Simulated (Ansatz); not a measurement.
Basis sets compared for HfGe10. Charge 0, multiplicity 1. Geometry PBE-D4/def2-SVP. Ansatz on 2 threads of AMD EPYC 7R13 on a shared host and a share (18 GiB) of an NVIDIA H100 80GB HBM3; times are rough, and most runs start from earlier orbitals.

```xyz
11

Hf    2.3207    1.3042   -0.4825
Ge    0.8098    0.2737   -2.3028
Ge   -1.9711    1.9258    0.7162
Ge    0.4810    1.6011    1.6284
Ge   -1.4701   -2.6766    0.4945
Ge    2.0891   -0.4336    1.6542
Ge    0.9081   -1.6345   -0.3802
Ge    0.0429    2.5162   -0.7892
Ge   -0.4577   -0.9329    2.1328
Ge   -0.9456   -1.5764   -2.3818
Ge   -1.8070   -0.3668   -0.2897
```

In the def2 sets Hf takes a core potential; there is no spin–orbit coupling. Single mean-field runs in def2-TZVP are fitted with def2-universal-jkfit. The restricted singlet is unstable towards broken spin symmetry in Hartree–Fock (as tested in another run); at PBE-D4/def2-SVP, PBE0-D4/def2-SVP, PBE0-D4/def2-TZVP this wasn't settled. No other spin state of charge 0 was run. Another isomer (singlet) lies 0.32 eV lower at PBE0-D4/def2-TZVP; other spin states weren't run for this one.

Binding counts from free atoms (Hf triplet, Ge triplet) in the same basis, without a counterpoise term.

```tsv
level	functions	energy (Eh)	HOMO (eV)	LUMO (eV)	binding per atom (eV)	wall time
PBE-D4/def2-SVP	352	-20812.6665	-4.42	-3.48	3.44	7.5 s
PBE0-D4/def2-SVP	352	-20813.0992	-5.10	-3.00	3.24	9 s
```

Question: Estimate the rows for PBE-D4/def2-TZVP (with forces), PBE0-D4/def2-TZVP.

Answer: 
```tsv
level	functions	energy (Eh)	HOMO (eV)	LUMO (eV)	binding per atom (eV)	wall time
PBE-D4/def2-TZVP (with forces)	520	-20815.2918	-4.35	-3.42	3.47	5.5 s
PBE0-D4/def2-TZVP	520	-20815.7234	-5.01	-2.91	3.29	11 s
```
